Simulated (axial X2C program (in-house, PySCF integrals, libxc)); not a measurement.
**Nuclear properties of HZrH**

Computed with an in-house all-electron X2C program for linear molecules (integrals from PySCF): two-component X2C with atomic mean-field Coulomb and Gaunt terms, Gaussian nuclei, basis H dyall-v3z, Zr dyall-v3z with contracted cores.

H–Zr–H held linear, with bonds 1.963 and 1.963 Å (near the PBE0 minimum at charge 0 of the determinant lowest at the starting distance; the state shown can have its own minimum elsewhere, held linear; other orders of the atoms were not compared).

Determinant lowest in the PBE0 search, Ω = 1 (⟨Sz⟩ = -1.00, ⟨Lz⟩ = 2.00 at PBE0), spin on the atoms H 0.00, Zr -1.00, H 0.00:

```tsv
level	A∥/gI H (MHz)	qzz H (a.u.)	A∥/gI Zr (MHz)	qzz Zr (a.u.)
PBE0	3.73	0.05	-778	-4.70
HF	6.37	0.06	-675	-5.06
B3LYP	2.52	0.05	-820	-4.69
```

Determinant 0.09 eV from it at PBE0 and this distance, Ω = 3 (⟨Sz⟩ = 1.00, ⟨Lz⟩ = 2.00 at PBE0), spin on the atoms H 0.00, Zr 1.00, H 0.00:

```
level  A∥/gI H (MHz)  qzz H (a.u.)  A∥/gI Zr (MHz)  qzz Zr (a.u.)
 PBE0          0.755          0.05             561          -4.74
   HF         -0.151          0.06             485          -5.08
B3LYP           1.15          0.05             579          -4.73
```

A∥ (defined per Ω) follows by multiplying with gI = μI/(I μN); qzz is the electric field gradient, eQq0 = 234.96 MHz × Q/barn × qzz. The operators were transformed with the bare-nucleus X2C matrices; with these basis sets, hyperfine constants and field gradients can be off by tens of per cent, and where levels differ in sign neither size nor sign is settled.

(1) With gI(91Zr) = -0.5214, Q(91Zr) = -0.176 barn (g factors from the IAEA table of nuclear moments by Stone; Q from Pyykkö, Mol. Phys. 2018), turn the PBE0 values of the first state into constants in MHz.

The molecule was held linear; bending was not examined, so a bent shape may lie lower.

Each state is one determinant with collinear spin, which with several unpaired electrons need not be a pure state. Unrestricted Hartree–Fock can overshoot spin polarisation at the nuclei. With several open shells hyperfine constants can be off by a factor of several. Open-shell Ω = 0 determinants with evenly filled partner blocks cannot be reached by this program, so the Ω shown need not be the lowest component. The search compared states at one distance, so a state with another bond length can lie lower. Where a field gradient or hyperfine factor spreads by more than a factor of two over the levels, a constant derived from it is not to be relied on. PBE0 term energies can be off by some tenths of an eV.

Results:

(1) A∥(91Zr) = -778 × -0.5214 = 406 MHz; eQq0(91Zr) = 234.96 × (-0.176) × (-4.70) = 194 MHz.
